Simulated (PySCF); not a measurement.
Isomers of C9H9 (doublet state), one GFN2-xTB conformer each. Single-point energies are computed at B3LYP/pcH-1 (PySCF, gas phase, no added dispersion term), electronic only. GFN2-xTB treats the open shell by occupation alone, and not every SCF solution was tested for stability.

```tsv
SMILES	GFN2-xTB relative energy (kJ/mol)
[H]/[C]=C1/[C@@H](C(=C)C)[C@H]1C#C	76.2
C#C[C@@H]1[C](C(=C)C)C1=C	0.0
[H]/[C]=C\C#C[C@@H](C#C)CC	136.0
C=CC#C/C=[C]\C1CC1	45.3
```

Conformers: `[H]/[C:1]=[C:2]1/[C@@H:3]([C:4](=[CH2:5])[CH3:6])[C@H:7]1[C:8]#[CH:9]` (doublet state) with C2–C3–C4–C5 21°; `[CH:1]#[C:2][C@@H:3]1[C:4]([C:5](=[CH2:6])[CH3:7])[C:8]1=[CH2:9]` (doublet state) with C3–C4–C5–C6 3°; `[H]/[C:1]=[CH:2]\[C:3]#[C:4][C@@H:5]([C:6]#[CH:7])[CH2:8][CH3:9]` (doublet state) with C4–C5–C8–C9 65°; `[CH2:1]=[CH:2][C:3]#[C:4]/[CH:5]=[C:6]\[CH:7]1[CH2:8][CH2:9]1` (doublet state) with C5–C6–C7–C8 -27°.

Problem. What does B3LYP/pcH-1 give for the same structures?

Solution. 
| SMILES | B3LYP/pcH-1 E (Eh) | B3LYP/pcH-1 (kJ/mol) | GFN2-xTB (kJ/mol) | point group |
| --- | --- | --- | --- | --- |
| C#C[C@@H]1[C](C(=C)C)C1=C | -348.20639 | 0.0 | 0.0 | C1 |
| C=CC#C/C=[C]\C1CC1 | -348.19671 | 25.4 | 45.3 | C1 |
| [H]/[C]=C\C#C[C@@H](C#C)CC | -348.16374 | 112.0 | 136.0 | C1 |
| [H]/[C]=C1/[C@@H](C(=C)C)[C@H]1C#C | -348.16170 | 117.3 | 76.2 | C1 |

Both levels put the same isomer lowest; measured from each level's own lowest isomer, the values differ by up to 41.1 kJ/mol ([H]/[C]=C1/[C@@H](C(=C)C)[C@H]1C#C: 76.2 against 117.3). Neighbours under 21 kJ/mol apart ([H]/[C]=C\C#C[C@@H](C#C)CC and [H]/[C]=C1/[C@@H](C(=C)C)[C@H]1C#C) can change places with a better method, another conformer or zero-point energy.
